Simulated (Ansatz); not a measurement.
Mulliken charges of CH2AlFTe, SMILES `F[CH]1[AlH][Te]1` from ωB97M-V/def2-TZVPP in Ansatz (PBE0-D4/def2-TZVP geometry).

| atom | x (Å) | y (Å) | z (Å) | charge (e) |
| --- | --- | --- | --- | --- |
| F1 | 0.728 | -1.674 | -0.516 | -0.203 |
| C2 | 0.336 | -0.368 | -0.628 | -0.107 |
| Al3 | -0.116 | 0.682 | 0.942 | 0.277 |
| Te4 | -1.935 | -0.107 | -0.474 | -0.076 |
| H5 | 0.622 | 0.004 | -1.610 | 0.152 |
| H6 | 0.407 | 1.398 | 2.238 | -0.043 |

By hand: the dipole of these point charges (1 e Å = 4.8032 D).

Σ q r = (0.008, 0.517, 0.128) e Å, of length 0.533 e Å = 2.56 D.

How does the dipole of the full density compare? (An estimate is asked.)

Ansatz gave: (0.173, 0.403, 0.195) e Å, 2.31 D; the point charges give 1.11 times that, at 23° from its direction.

Point charges leave out the atoms' own dipoles, such as those of lone pairs, and Mulliken's split depends on the basis, so the two needn't agree.
